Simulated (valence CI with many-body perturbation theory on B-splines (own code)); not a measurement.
**Rh23+: one-electron terms**

Calculated by relativistic CI+MBPT: four valence electrons over a frozen Dirac-Fock core [Ar], a basis of 7 s, 7 p, 8 d, 6 f, 4 g, 1 h functions for each j, with the one-electron correlation potential Σ1, the two-electron term Σ2, the three-electron term Σ3, Breit, model QED; selected CI, second order for the rest, scaled by the run's own slope (own B-spline code, finite nucleus).

No measured levels were compared; by estimate terms of the open shell hold to 2 to 4 % of their energy, and close levels can change places. Only levels of the ground parity were solved; by the run's estimate the other parity begins above the list, which can be wrong where configurations are misplaced.

These are the spectroscopic orbitals of the CI (the correlating ones are not listed), shaped by the core and the other valence electrons. h is the expectation value of the core's Dirac-Fock operator, without the valence repulsion; Σ1 is computed up to l = 3 at one energy for each symmetry, that of its lowest orbital but kept below the first core excitation, so for empty shells it is not the orbital's own correlation shift; Breit and QED include the response of the core.

```
Orbital  h (hartree)  Σ1 (cm⁻¹)  Breit (cm⁻¹)  QED (cm⁻¹)  ⟨r⟩ (bohr)
  4s1/2       -29.28      -7149          1844        1325      0.7422
  5s1/2      -17.659      -2626           879         638       1.230
  6s1/2      -11.821      -1292           478         351       1.846
  4p1/2      -27.887      -8654          2882       -87.6      0.7472
  5p1/2      -16.984      -3179          1415       -41.6       1.248
  6p1/2      -11.445      -1566           786       -22.8       1.877
  4p3/2      -27.482      -8385          1821        43.5      0.7593
  5p3/2      -16.793      -3133           894        22.4       1.263
  6p3/2      -11.339      -1553           514        12.7       1.895
  3d3/2      -49.287     -21643          3659        -428      0.3244
  4d3/2      -25.404      -8433          1231        -108      0.7451
  5d3/2       -15.81      -3333           605       -50.1       1.276
  3d5/2      -49.034     -21105          1521        -276      0.3268
  4d5/2      -25.319      -8308           564       -62.7      0.7481
  5d5/2      -15.769      -3277           275       -28.4       1.280
  4f5/2      -23.432     -16099          41.0       -53.0      0.6956
  5f5/2      -14.919      -6918          18.7       -26.9       1.247
  4f7/2      -23.409     -15099          -144       -38.3      0.6967
  5f7/2      -14.905      -6460         -67.3       -19.2       1.249
  5g7/2      -14.462                      1.4        -4.7       1.136
  5g9/2      -14.457                    -12.0        -1.2       1.137
```

Among the shells of the start configuration 3d4, Σ1 is largest in size for 3d3/2, where it is 0.20 % of h.

Lowest root of each symmetry, sizes in configuration state functions:

| J | Parity | Roots | Reference | Variational | Second order | Change by selected CI (cm⁻¹) | Change by second order (cm⁻¹) |
| --- | --- | --- | --- | --- | --- | --- | --- |
| 0 | even | 5 | 37 | 4373 | 12754 | -8691 | -1 |
| 1 | even | 4 | 93 | 11158 | 31454 | -7817 | -1 |
| 2 | even | 8 | 133 | 16257 | 36119 | -7516 | -1 |
| 3 | even | 6 | 136 | 17806 | 55780 | -7600 | -2 |
| 4 | even | 7 | 121 | 17352 | 40000 | -8115 | -2 |
| 5 | even | 2 | 88 | 13556 | 2283 | -9589 | -3 |
| 6 | even | 2 | 56 | 10634 | 1322 | -9671 | -2 |
